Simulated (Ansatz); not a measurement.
The same molecule with X = B, Al, Ga. Ansatz, PBE0-D4/def2-TZVP geometries, multiplicity 1.

Scalar relativity is left out up to krypton.

```json
{"X": "Al", "molecule": "`F[SiH]1[CH2][AlH]1`", "mean X–C bond length / Å": "1.972", "mean X–H bond length / Å": "1.583", "mean X–Si bond length / Å": "2.321", "size of the dipole moment (PBE/def2-TZVPP) / D": "2.08", "HOMO–LUMO gap (B3LYP/def2-TZVPP) / eV": "3.99", "LUMO energy (PBE/def2-TZVPP) / eV": "-2.77"}
{"X": "Ga", "molecule": "`F[SiH]1[CH2][GaH]1`", "mean X–C bond length / Å": "2.065", "mean X–H bond length / Å": "1.556", "mean X–Si bond length / Å": "2.299", "size of the dipole moment (PBE/def2-TZVPP) / D": "1.81", "HOMO–LUMO gap (B3LYP/def2-TZVPP) / eV": "3.78", "LUMO energy (PBE/def2-TZVPP) / eV": "-2.91"}
```

(1) Give the row for X = B, `F[SiH]1BC1`. (Estimate.)

Answers

(1) Computed: 
```tsv
X	molecule	mean X–C bond length / Å	mean X–H bond length / Å	mean X–Si bond length / Å	size of the dipole moment (PBE/def2-TZVPP) / D	HOMO–LUMO gap (B3LYP/def2-TZVPP) / eV	LUMO energy (PBE/def2-TZVPP) / eV
B	`F[SiH]1BC1`	1.487	1.186	1.887	0.97	5.14	-2.59
```

From B to Ga the mean X–C bond length rises at each step, by 0.578 Å in all; the mean X–H bond length isn't monotonic: highest at Al, lowest at B; the mean X–Si bond length isn't monotonic: highest at Al, lowest at B; the HOMO–LUMO gap (B3LYP/def2-TZVPP) falls at each step, by 1.36 eV in all; the LUMO energy (PBE/def2-TZVPP) falls at each step, by 0.32 eV in all. Dipoles are sizes alone, and their direction can turn along the series.

B3LYP here is the variant with VWN-RPA as its local correlation; programs differ in this.
